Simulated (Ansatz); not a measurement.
`O=CC=O` + `BS` → `BSC=O` + `C=O`  (substitution at a C–C bond)

Calculated with Ansatz (gas phase, PBE0-D4/def2-TZVP geometries, no zero-point term in ΔE). CBS: MP2 limit from def2 TZ/QZ plus the TZ coupled-cluster correction, frozen cores. This one scheme is used for every species. Functionals use def2-TZVPP. B3LYP here is the variant with VWN-RPA as its local correlation; programs differ in this. HSE06 is defined as in plane-wave codes. One conformer a species, not always the lowest.

Problem. Is it downhill or uphill in electronic energy at CCSD(T)/CBS, and by how much? (Best estimate.)

Solution. Computed: Nearly level: ΔE = -0.2 kcal/mol.

Problem. What do these levels give: PBE-D4, revPBE-D4, BLYP-D4, PBE0-D4, B3LYP-D4, r2SCANh-D4, r2SCAN0-D4, HSE06-D4, PBE0, RPA@PBE/def2-TZVPP, HF/def2-SVP, MP2/def2-SVP? (An estimate is asked.)

Solution. The calculation gave: PBE-D4 -2.9, revPBE-D4 -3.4, BLYP-D4 -2.6, PBE0-D4 -1.3, B3LYP-D4 -1.2, r2SCANh-D4 -1.6, r2SCAN0-D4 -1.0, HSE06-D4 -1.3, PBE0 -0.9, RPA@PBE/def2-TZVPP 1.0, HF/def2-SVP 5.7, MP2/def2-SVP 2.3 kcal/mol.

Problem. What do rigid-rotor, harmonic-oscillator terms from PBE0-D4/def2-TZVP frequencies (298.15 K, 1 bar) make of the CCSD(T)/CBS value? (An estimate is asked.)

Solution. Ansatz gave: ΔZPE = +0.4 kcal/mol, ΔH = +0.5 kcal/mol, ΔS = -3 J/(mol·K), ΔG = +0.6 kcal/mol.

Largest T1 diagnostic among the species: 0.018.

At CCSD(T), def2-SVP lies +3.2 kcal/mol from the extrapolated value and def2-TZVPP +0.6 kcal/mol. From BLYP to BHLYP (50 % exact exchange), in def2-TZVPP and without D4, ΔE moves by +2.8 kcal/mol.
